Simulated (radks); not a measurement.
Q: Coherent X-ray form factor from a spherical all-electron density. Calculated with a radial shooting solver on a logarithmic mesh with Libxc functionals: non-relativistic Kohn-Sham, exchange-only PBE, spin-polarised, spherical densities, point nucleus.

sin(theta)/lambda (1/angstrom),f0 (electrons)
0.05,0.986
0.1,0.945
0.15,0.882
0.2,0.805
0.25,0.720
0.3,0.634
0.4,0.475
0.5,0.346
0.6,0.250
0.8,0.131
1,0.072
1.25,0.036
1.5,0.020
2,0.007

The species is in the configuration that NIST lists as its ground one. Which atom or ion scatters so?

A: The helium ion He+, 1s1. Extrapolating in s^2 from the first two rows gives f0(0) = 1.0, near the electron count 1; among species with that count, the fall with angle is slower the higher Z, and the table is that of Z = 2; from so few rows the species is fixed only to a neighbour or two.
